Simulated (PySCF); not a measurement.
Job file and geometry (Å, from GFN2-xTB) of an NMR shielding run on `[BH3-][S@+](C)/C=C\CF`, C$_{4}$H$_{10}$BFS, PySCF 2.14.0, density-fitted response routines, GIAO PBE0/pcSseg-1 NMR shielding, non-relativistic, gas phase; density fitting, a coarse starting grid and PySCF grid level 2 are the driver's defaults:

```
$ OMP_NUM_THREADS=1 python probes_run.py task.json out

{"job": {"kind": "nmr", "xc": "PBE0", "basis": "pcSseg-1"}, "charge": 0, "multiplicity": 1}
B     -1.461310    -1.099582     0.695861
S     -0.505761     0.647039     0.598746
C     -1.787555     1.688036    -0.167237
C      0.492219     0.351094    -0.840152
C      1.678282    -0.233914    -0.799496
C      2.342032    -0.711452     0.448431
F      3.706479    -0.599475     0.338733
H     -1.789809    -1.320722    -0.422547
H     -2.349789    -0.870916     1.443718
H     -0.639746    -1.838578     1.122349
H     -2.295286     1.122445    -0.942393
H     -2.493148     1.946708     0.615959
H     -1.331122     2.587928    -0.567411
H      0.032709     0.652264    -1.767281
H      2.232163    -0.407598    -1.711362
H      2.128833    -1.773983     0.621827
H      2.033811    -0.127265     1.322344
```

Task: What does the program print?

Result: 
```
coarse grid: 14344 points
cycle   1  E = -680.6263918678  dE =  6.631e-01  |g| = 5.688e-01  |ddm| = 3.537e+00
cycle   2  E = -680.6075375317  dE =  1.885e-02  |g| = 7.024e-01  |ddm| = 1.130e+00
cycle   3  E = -680.7022038070  dE = -9.467e-02  |g| = 7.936e-02  |ddm| = 6.240e-01
cycle   4  E = -680.7033255618  dE = -1.122e-03  |g| = 3.061e-02  |ddm| = 9.184e-02
cycle   5  E = -680.7035405476  dE = -2.150e-04  |g| = 8.539e-03  |ddm| = 3.419e-02
cycle   6  E = -680.7035557809  dE = -1.523e-05  |g| = 3.784e-03  |ddm| = 1.106e-02
cycle   7  E = -680.7035591312  dE = -3.350e-06  |g| = 7.508e-04  |ddm| = 3.341e-03
final grid: 133112 points
cycle   8  E = -680.7546793017  dE = -4.378e-05  |g| = 9.801e-03  |ddm| = 3.413e-02
cycle   9  E = -680.7546696479  dE =  9.654e-06  |g| = 1.208e-02  |ddm| = 1.781e-02
cycle  10  E = -680.7547025948  dE = -3.295e-05  |g| = 1.306e-03  |ddm| = 1.013e-02
cycle  11  E = -680.7547029267  dE = -3.319e-07  |g| = 3.056e-04  |ddm| = 1.153e-03
cycle  12  E = -680.7547029451  dE = -1.839e-08  |g| = 1.352e-04  |ddm| = 3.776e-04
cycle  13  E = -680.7547029494  dE = -4.330e-09  |g| = 3.115e-05  |ddm| = 1.349e-04
cycle  14  E = -680.7547029496  dE = -2.174e-10  |g| = 8.607e-06  |ddm| = 4.135e-05
converged SCF energy = -680.7547029496

GIAO shielding tensors (ppm)
atom      isotropic    diamagn.    paramagn.     s11        s22        s33       span
  0 B      122.147     191.524     -69.377    106.767    107.569    152.105     45.338
  1 S      487.295    1058.955    -571.660    346.192    467.673    648.021    301.829
  2 C      153.905     252.930     -99.025    133.272    140.323    188.118     54.846
  3 C       50.602     264.204    -213.602    -44.974     73.767    123.013    167.987
  4 C       43.284     254.550    -211.267    -64.737     49.160    145.429    210.166
  5 C      102.888     246.754    -143.867     72.673     81.657    154.332     81.659
  6 F      421.242     467.184     -45.942    382.663    418.904    462.160     79.497
  7 H       29.960      31.628      -1.668     27.296     27.744     34.839      7.543
  8 H       29.819      31.316      -1.497     26.793     27.336     35.327      8.534
  9 H       29.875      31.371      -1.496     26.230     28.569     34.827      8.597
 10 H       29.391      30.972      -1.580     25.577     27.649     34.948      9.371
 11 H       29.416      29.528      -0.113     24.855     26.408     36.984     12.128
 12 H       29.395      30.211      -0.816     24.429     26.750     37.005     12.577
 13 H       26.098      34.033      -7.935     23.040     25.508     29.746      6.706
 14 H       25.054      30.509      -5.455     23.089     24.224     27.851      4.762
 15 H       26.246      28.893      -2.647     21.439     27.781     29.519      8.080
 16 H       26.349      30.251      -3.902     21.353     25.434     32.259     10.907
```

Size and cost of the density-fitted run: 176 basis functions, 43 s wall time on 1 thread of an Arm Neoverse N1, shared host; peak memory 0.87 GiB.
